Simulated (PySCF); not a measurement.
Isomers of C5H6F2, mass 104.044 u with the commonest isotopes. Level of theory: PBE0-D3(BJ)/def2-SVP geometry optimisation, gas phase (PySCF 2.14.0). One conformer each, none proved a minimum here; rigid rotors.

Question: Order these by rotational constant B, largest first.
A. `FC1([C@H](C=C1)C)F`
B. `[CH2:1]=[CH:2][C:3](=[CH2:4])[CH:5]([F:6])[F:7]` with C1–C2–C3–C4 -175°, C2–C3–C5–F6 180°
C. `[CH2:1]=[CH:2]/[C:3]([F:4])=[C:5](\[CH3:6])[F:7]` with C1–C2–C3–F4 0°
D. `[CH2:1]=[CH:2]/[CH:3]=[CH:4]/[CH:5]([F:6])[F:7]` with C1–C2–C3–C4 180°, C3–C4–C5–F6 -127°
E. `[CH2:1]=[C:2]=[CH:3][CH2:4][CH:5]([F:6])[F:7]` with C2–C3–C4–C5 -7°, C3–C4–C5–F6 -67°
F. `[CH3:1][C@@H:2]([F:3])[C@@H:4]1[CH:5]=[C:6]1[F:7]` with C1–C2–C4–C5 157°

Answer: A (2707 MHz), B (2325 MHz), C (1886 MHz), F (1653 MHz), E (1576 MHz), D (1149 MHz).

Question: Order these by rotational constant C, largest first.
A. `C[C@H]1C=CC1(F)F`
B. `[CH3:1][C@@H:2]([F:3])[C@@H:4]1[CH:5]=[C:6]1[F:7]` with C1–C2–C4–C5 157°
C. `[CH2:1]=[CH:2][C:3](=[CH2:4])[CH:5]([F:6])[F:7]` with C1–C2–C3–C4 -175°, C2–C3–C5–F6 180°
D. `[CH2:1]=[CH:2]/[CH:3]=[CH:4]/[CH:5]([F:6])[F:7]` with C1–C2–C3–C4 180°, C3–C4–C5–F6 -127°
E. `[CH2:1]=[C:2]=[CH:3][CH2:4][CH:5]([F:6])[F:7]` with C2–C3–C4–C5 -7°, C3–C4–C5–F6 -67°

Answer: A (2162 MHz), C (1554 MHz), E (1350 MHz), B (1314 MHz), D (1040 MHz).

Question: Order these by radius of gyration √(Σ m r²/M), smallest first.
A. `[CH2:1]=[C:2]=[CH:3][CH2:4][CH:5]([F:6])[F:7]` with C2–C3–C4–C5 -7°, C3–C4–C5–F6 -67°
B. `C[C@H]1C=CC1(F)F`
C. `[CH2:1]=[CH:2]/[CH:3]=[CH:4]/[CH:5]([F:6])[F:7]` with C1–C2–C3–C4 180°, C3–C4–C5–F6 -127°
D. `[CH2:1]=[CH:2]/[C:3]([F:4])=[C:5](\[CH3:6])[F:7]` with C1–C2–C3–F4 0°
E. `[CH2:1]=[CH:2][C:3](=[CH2:4])[CH:5]([F:6])[F:7]` with C1–C2–C3–C4 -175°, C2–C3–C5–F6 180°

Answer: B (1.638 Å), E (1.800 Å), D (1.894 Å), A (1.954 Å), C (2.184 Å).

| SMILES | point group | Ia (u·Å²) | Ib (u·Å²) | Ic (u·Å²) | κ | μa (D) | μb (D) | μc (D) |
| --- | --- | --- | --- | --- | --- | --- | --- | --- |
| C=C/C=C/C(F)F | C1 | 66.62 | 439.70 | 486.15 | -0.97 | 1.65 | 0.56 | 1.27 |
| C=C=CCC(F)F | C1 | 99.80 | 320.64 | 374.29 | -0.88 | 1.39 | 1.15 | 0.70 |
| C=CC(=C)C(F)F | C1 | 131.60 | 217.36 | 325.30 | -0.33 | 1.36 | 1.00 | 0.90 |
| C[C@H]1C=CC1(F)F | C1 | 137.53 | 186.70 | 233.78 | -0.28 | 1.89 | 1.31 | 0.04 |
| C=C/C(F)=C(\C)F | Cs | 107.06 | 267.91 | 371.79 | -0.69 | 0.03 | 2.65 | 0.00 |
| C[C@@H](F)[C@@H]1C=C1F | C1 | 100.84 | 305.72 | 384.48 | -0.82 | 0.77 | 0.33 | 0.09 |
| C=C(F)/C(F)=C/C | near Cs | 107.22 | 268.24 | 372.31 | -0.69 | 0.70 | 0.18 | 0.01 |
